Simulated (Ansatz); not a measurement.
Reaction (ligand exchange at the Si–O bond): `O[SiH](O)O[SiH2]F` + `OC[SeH]` → `F[SiH2]OC[SeH]` + `O[SiH](O)O`

Calculated with Ansatz (gas phase, PBE0-D4/def2-TZVP geometries, no zero-point term in ΔE). CCSD(T)/CBS is the MP2 limit (def2-TZVPP, def2-QZVPP) plus CCSD(T) − MP2 in def2-TZVPP, frozen cores. Functionals use def2-TZVPP. For Se outer-core shells are correlated without core-valence functions, which leaves a few kJ/mol of doubt a bond. Scalar relativity is left out up to krypton. Each species was taken in one conformer, which may not be the lowest.

| species | r2SCANh energy (Eh) |
| --- | --- |
| `O[SiH](O)O[SiH2]F` | -907.73367 |
| `OC[SeH]` | -2517.24119 |
| `F[SiH2]OC[SeH]` | -2907.26987 |
| `O[SiH](O)O` | -517.69785 |

**Question.** Work out ΔE.

**Answer.** ΔE = (-2907.26987) + (-517.69785) − (-907.73367) − (-2517.24119) = 0.00714 Eh = +18.7 kJ/mol. CCSD(T)/CBS gives +17.7 kJ/mol.

Largest T1 diagnostic among the species: 0.012.

Leaving LDA and LC-ωPBE aside and taking each functional with its dispersion term where it has one, the values, not all of them listed here, spread over 6.4 kJ/mol, from revPBE-D4 to BHLYP-D4. LDA lies −5.4 kJ/mol from PBE without D4. In def2-TZVPP, CCSD(T) changes the Hartree–Fock value by −10.4 kJ/mol (the triples alone add −1.6 kJ/mol) and MP2 by −12.4 kJ/mol. The D4 term adds −3.4 kJ/mol with B3LYP and −1.6 kJ/mol with PBE0; it sums over pairs of atoms, weighted by their polarisabilities, and B3LYP, whose exchange is more repulsive, gets the larger term.

B3LYP here is the variant with VWN-RPA as its local correlation; programs differ in this.
